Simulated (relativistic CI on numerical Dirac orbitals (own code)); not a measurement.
Au²⁺: L2,3 absorption edge

Computed with this model: Dirac-Coulomb-Breit CI, separate exchange-only KLI orbitals for each configuration, QED by a radiative potential, multiplet model of core-to-valence dipole absorption, unscaled Slater integrals; configurations [Xe] 4f14 5d9 → [He] 2s2 2p5 3s2 3p6 3d10 4s2 4p6 4d10 4f14 5s2 5p6 5d10; 10 K; Lorentzian 3 eV and Gaussian 1 eV FWHM. Energies are those of the free ion, without screening or charge transfer. The branching ratio is the share of the lower-energy edge in the whole absorption, uncertain by about 0.02 where the edges overlap. S is read from ⟨S²⟩ = S(S + 1).

Field parameters in Wybourne normalisation: Oh B⁴₀ = 21Dq, B⁴₄ = √(5/14) B⁴₀. The field is a parameter set, without covalency.

free ion: ground-state S = 0.50, centroid 11913.23 eV. Peaks (eV, height): 11913.0 (100).

Oh, 10Dq = 5500 cm⁻¹: ground-state S = 0.50, centroid 11959.05 eV, branching ratio 0.975. Peaks (eV, height): 11913.5 (100).

Oh, 10Dq = 12450 cm⁻¹: ground-state S = 0.50, centroid 12059.23 eV, branching ratio 0.920. Peaks (eV, height): 11914.0 (100), 13730.0 (9).

Oh, 10Dq = 19400 cm⁻¹: ground-state S = 0.50, centroid 12139.61 eV, branching ratio 0.876. Peaks (eV, height): 11914.5 (100), 13730.5 (14).

Oh, 10Dq = 26350 cm⁻¹: ground-state S = 0.50, centroid 12196.28 eV, branching ratio 0.845. Peaks (eV, height): 11914.5 (100), 13731.0 (18).

Oh, 10Dq = 33300 cm⁻¹: ground-state S = 0.50, centroid 12236.67 eV, branching ratio 0.823. Peaks (eV, height): 11915.0 (100), 13731.5 (21).

The statistical ratio of this edge is 2/3 = 0.667. Values above it arise where the holes sit mainly in the j = l + 1/2 valence subshell or the ground state has high spin; values below it where core-valence Coulomb terms move weight to the upper edge, as in nearly empty shells. At deep edges of heavy elements the radial integrals of the two core levels differ, which raises the baseline.

Strongest unbroadened transitions for Oh, 10Dq = 19400 cm⁻¹:

```tsv
Energy (eV)	Relative strength
11914.26	100.0
13730.31	14.2
```
